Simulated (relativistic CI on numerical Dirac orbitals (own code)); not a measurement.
**Bi⁴²⁺: q coefficients and field-shift factors**

Computed by Dirac-Coulomb-Breit CI, KLI orbitals optimised for each configuration, derivatives by finite differences, unscaled Slater integrals, QED left out (own radial code, finite nucleus).

CI space (outside the closed core [Ar] 3d10): 4s2.4p6.4d5, 4s2.4p6.4d4.4f, 4s2.4p4.4d7, 4s.4p6.4d6, 4p6.4d7, 4s2.4p6.4d4.5s, 4s2.4p6.4d3.5s2, 4p6.4d5.5s2. Levels of other configurations are missing.

With x = (α/α₀)² − 1 an excitation energy changes as ω = ω₀ + qx; K = 2q/ω₀ is the relative enhancement. Terms are leading LS components, so labels can repeat. The field-shift factor is F = δν/δ⟨r²⟩ for the transition from the lowest level.

Lowest level 4s2.4p6.4d5 4P_5/2.

```tsv
Level	ω₀ (cm⁻¹)	q (cm⁻¹)	K	F (GHz/fm²)
4s2.4p6.4d5 6S_5/2	217236	269400	2.48	12.3
4s2.4p6.4d5 4G_7/2	264727	264600	2	12.2
4s2.4p6.4d5 4D_3/2	267470	267400	2	11.4
4s2.4p6.4d5 2H_11/2	276704	262900	1.9	13.2
4s2.4p6.4d5 2G_9/2	293274	267700	1.83	12.8
4s2.4p6.4d5 2D_5/2	303730	273000	1.8	12.3
4s2.4p6.4d5 4P_1/2	313927	284400	1.81	11.8
4s2.4p6.4d5 2F_7/2	321596	268000	1.67	11.7
4s2.4p6.4d5 2D_3/2	380484	287800	1.51	13.9
4s2.4p6.4d5 6S_5/2	475210	530200	2.23	23.3
4s2.4p6.4d5 4D_7/2	510973	536100	2.1	23.5
4s2.4p6.4d5 2I_11/2	519856	532900	2.05	25
4s2.4p6.4d5 4G_9/2	524052	533400	2.04	23.9
```

At this charge energies of transitions that change n are usually good to better than 1 %, and those within a shell (Δn = 0) to a few per cent.
